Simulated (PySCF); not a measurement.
CH3ClF2OSi. Atoms are numbered in the order given.

```xyz
9

O     -2.3642     0.1618     0.1733
C     -1.4574    -0.8583    -0.2025
Si     0.3148    -0.3569     0.1253
F      0.6761    -0.3217     1.6933
F      1.3590    -1.3697    -0.5694
Cl     0.6083     1.5313    -0.6381
H     -2.1490     0.9595    -0.3309
H     -1.5632    -1.1682    -1.2630
H     -1.6935    -1.7501     0.4022
```
Charge 0, spin multiplicity 1.

Geometry: B3LYP-D3(BJ)/def2-SVP. This is a generated structure with no PubChem entry under its InChIKey; it may be hypothetical. Other conformers were not sampled.

Calculation: B3LYP/pcSseg-1 run with PySCF.

GIAO shieldings, no solvent; atoms listed in one row are averaged. δ = σ(ref) − σ: ¹⁷O against H2O (σ = 333.8 ppm); ¹³C against TMS (σ = 181.3 ppm); ²⁹Si against TMS (σ = 338.7 ppm); ¹⁹F against CFCl3 (σ = 161.7 ppm); ³⁵Cl against HCl (σ = 933.3 ppm); ¹H against TMS (σ = 31.68 ppm), references at their B3LYP-D3(BJ)/def2-TZVP geometries, non-relativistic (without spin–orbit terms, shifts of atoms bonded to Cl or Br come out too high).

```json
[
 {"nucleus": "¹⁷O", "atoms": "O1", "count": "1", "δ (ppm)": "0.3"},
 {"nucleus": "¹³C", "atoms": "C2", "count": "1", "δ (ppm)": "56.2"},
 {"nucleus": "²⁹Si", "atoms": "Si3", "count": "1", "δ (ppm)": "-23.3"},
 {"nucleus": "¹⁹F", "atoms": "F5", "count": "1", "δ (ppm)": "-140.7"},
 {"nucleus": "¹⁹F", "atoms": "F4", "count": "1", "δ (ppm)": "-141.8"},
 {"nucleus": "³⁵Cl", "atoms": "Cl6", "count": "1", "δ (ppm)": "40.3"},
 {"nucleus": "¹H", "atoms": "H9", "count": "1", "δ (ppm)": "4.01"},
 {"nucleus": "¹H", "atoms": "H8", "count": "1", "δ (ppm)": "3.77"},
 {"nucleus": "¹H", "atoms": "H7", "count": "1", "δ (ppm)": "0.22"}
]
```
